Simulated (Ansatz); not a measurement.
Ansatz results at the PBE0-D4/def2-TZVP geometry: size of the dipole moment (PBE/def2-TZVPP) 1.11 D; size of the dipole moment (B3LYP/def2-TZVPP) 1.23 D; size of the dipole moment (ωB97M-V/def2-TZVPP) 1.32 D.

Each molecule was computed in one conformer, which needn't be the lowest.

Which molecule gave them?
A. `[SiH3]O[B]Cl`•
B. `C#[C][Ge]([F])[F]`•
C. `C[O][Ge]([F])[SH]`•
D. `CO[B]Cl`•

C. The others give `CO[B]Cl`•: 2.35, 2.32, 2.36; `C#[C][Ge]([F])[F]`•: 2.85, 3.08, 3.07; `[SiH3]O[B]Cl`•: 1.91, 1.98, 1.96.

B3LYP here is the variant with VWN-RPA as its local correlation; programs differ in this.
